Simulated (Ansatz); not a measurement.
CH$_{3}$BCl$_{2}$S, singlet, at a GFN2-xTB geometry; CASSCF(4,6)/STO-3G in Ansatz (an electronic-structure program).

Ansatz was given this input:
Ansatz 0.2 input:
```yaml
crystal:
  periodic: [false, false, false]
  atoms:
    - {symbol: B, position_ang: [0.01608169, 0.01705656, 0.38928320]}
    - {symbol: Cl, position_ang: [-0.30777163, -0.34706006, 2.04824914]}
    - {symbol: Cl, position_ang: [1.14806561, 1.27799813, 0.01260258]}
    - {symbol: S, position_ang: [-0.82434085, -0.91572432, -0.88904906]}
    - {symbol: C, position_ang: [-0.16929767, -0.18318336, -2.43021338]}
    - {symbol: H, position_ang: [-0.41972442, 0.87150685, -2.46251465]}
    - {symbol: H, position_ang: [-0.64647930, -0.71260688, -3.24721399]}
    - {symbol: H, position_ang: [0.90603722, -0.31944070, -2.46510149]}
basis:
  gaussian:
    orbitals: STO-3G
hamiltonian:
  xc: hf
magnetization: {spin_polarized: false}
correlation: {active_space: {window: {electrons: 4, orbitals: 6}}}
```

Q: What does Ansatz print? Leave out banner, timings and long lists.

A: 
```
Functional definition: HF
478 factors; integrals over basis functions are off by at most 3.2e-5 eV
mean field evaluation 1: about -37167.0774 eV, gradient 2.8e1 eV
mean field evaluation 2: about -37167.1987 eV, gradient 2.8e1 eV
mean field evaluation 4: about -37170.4017 eV, gradient 1.6e0 eV
mean field evaluation 8: about -37170.4138 eV, gradient 2.9e-2 eV
mean field -37170.41376216 eV, -1365.9875107481 hartree, gradient 1.3e-6 eV, S^2 0.000000; 0 other end points of the search recorded, 0 dependent functions left out
reference -37170.41376216 eV, -1365.9875107481 hartree; 32, 32 occupied and 8, 8 virtual orbitals, 478 factors
state -37171.32380504 eV, -1366.0209542070 hartree
Total energy: -37171.32380504 eV, -1366.0209542070 hartree
```
